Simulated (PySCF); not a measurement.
## Ionisation energy of Ga⁺ by level of theory

Ga⁺ [Ar] 3d10 4s2 → Ga²⁺ [Ar] 3d10 4s1 [4s1/2^1, M_J = 1/2], as a difference of total energies. All numbers are calculated (PySCF 2.14, the two-component X2C-1e Hamiltonian, in x2c-TZVPall-2c). Correlated levels: [Ne] frozen. "Screened" scales the spin-orbit matrix elements by Boettger's factors to mimic the two-electron term; Breit and QED terms are absent.

```tsv
method	ionisation energy (eV)
GHF (screened spin-orbit)	18.740
GMP2 (screened spin-orbit)	19.963
```

Task: How much does correlation contribute at GMP2 (screened spin-orbit)?

Result: 19.963 − (18.740) = 1.223 eV, measured against GHF (screened spin-orbit).

Errors of the correlated levels include the incompleteness of this basis and the frozen core.

MP2 underrates the near-degeneracy of ns² with np² in the lower species.

For comparison: 20.515 eV (measured; NIST Atomic Spectra Database, ionization energies).
